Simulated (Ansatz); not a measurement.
`OB(O[SiH3])O[SiH3]` + `[OH][Sn][F]` → `[F][Sn][O][SiH3]` + `OB(O)O[SiH3]`  (ligand exchange at the Si–O bond)

Calculated with Ansatz (gas phase, PBE0-D4/def2-TZVP geometries, no zero-point term in ΔE). CBS: MP2 limit from def2 TZ/QZ plus the TZ coupled-cluster correction, frozen cores. Functionals use def2-TZVPP. B3LYP here is the variant with VWN-RPA as its local correlation; programs differ in this. Elements past krypton have def2 core potentials. For Sn outer-core shells are correlated without core-valence functions, which leaves a few kJ/mol of doubt a bond. Each species was taken in one conformer, which may not be the lowest.

`OB(O[SiH3])O[SiH3]`:

```xyz
13

O    -1.755    0.320    2.074
B    -0.886    0.147    1.041
O     0.375   -0.251    1.350
Si    1.899   -0.344    0.760
O    -1.315    0.375   -0.241
Si   -0.801    0.126   -1.781
H    -2.624    0.585    1.766
H     2.188   -1.737    0.338
H     2.061    0.568   -0.405
H     2.836    0.061    1.834
H    -0.164    1.359   -2.306
H    -1.989   -0.211   -2.601
H     0.173   -0.997   -1.830
```

`[OH][Sn][F]`:

```xyz
4

O     0.400   -0.713    0.474
Sn   -0.692    0.347   -0.775
F    -0.012    2.033   -0.116
H     0.304   -1.667    0.417
```

`[F][Sn][O][SiH3]`:

```xyz
7

F     0.162    1.069    2.387
Sn    0.645   -0.811    2.259
O     0.319   -0.953    0.330
Si   -0.168   -0.033   -0.938
H    -1.545    0.487   -0.725
H     0.751    1.118   -1.150
H    -0.163   -0.877   -2.163
```

`OB(O)O[SiH3]`:

```xyz
10

O    -0.518   -1.347   -0.898
B     0.350   -0.976    0.088
O     1.166   -1.911    0.660
O     0.390    0.328    0.487
Si   -0.479    1.631   -0.039
H    -0.465   -2.284   -1.102
H     1.729   -1.532    1.338
H    -0.232    1.878   -1.481
H    -1.930    1.420    0.192
H    -0.011    2.792    0.755
```

(1) Is it downhill or uphill in electronic energy at CCSD(T)/CBS, and by how much? (Best estimate.)

(2) What do these levels give: r2SCAN-D4, B3LYP-D4, ωB97X-V, B2PLYP, PBE0, MP2/def2-QZVPP? (An estimate is asked.)

Largest T1 diagnostic among the species: 0.018.

Results:

(1) Ansatz gave: Downhill: ΔE = -8.5 kcal/mol.

(2) The calculation gave: r2SCAN-D4 -8.0, B3LYP-D4 -8.0, ωB97X-V -8.5, B2PLYP -9.1, PBE0 -8.7, MP2/def2-QZVPP -9.1 kcal/mol.

In def2-TZVPP, CCSD(T) changes the Hartree–Fock value by +1.3 kcal/mol (the triples alone add +0.3 kcal/mol) and MP2 by +1.0 kcal/mol. The D4 term adds +0.9 kcal/mol with B3LYP and +0.6 kcal/mol with PBE0; it sums over pairs of atoms, weighted by their polarisabilities, and B3LYP, whose exchange is more repulsive, gets the larger term.
